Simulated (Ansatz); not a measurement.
Cartesian coordinates in Å:
```
C 0.535 1.469 1.218
Al -0.039 0.007 0.077
C -1.428 -1.299 0.448
N 0.800 -0.153 -1.489
C 1.362 -0.261 -2.537
O 1.912 -0.367 -3.563
H 0.348 2.433 0.732
H 1.613 1.421 1.400
H 0.029 1.479 2.186
H -1.018 -2.314 0.439
H -1.913 -1.142 1.414
H -2.202 -1.273 -0.326
```

Charge 0, multiplicity 1.

(1) List the PBE/def2-TZVPP orbital energies in eV (the Gaussian-basis code of Ansatz). (An estimate is asked.)

## Answers

(1) Computed: Occupied: -1506.53, -511.01, -380.37, -271.78, -268.38, -268.38, -106.81, -68.94, -68.72, -68.63, -27.29, -22.68, -16.98, -16.74, -13.12, -11.71, -10.96, -10.92, -9.84, -9.77, -9.63, -9.61, -8.32, -7.32, -7.15, -6.51. Lowest empty: -1.59, -0.74, 0.38, 0.62, 1.04, 1.12, 1.52, 1.84.
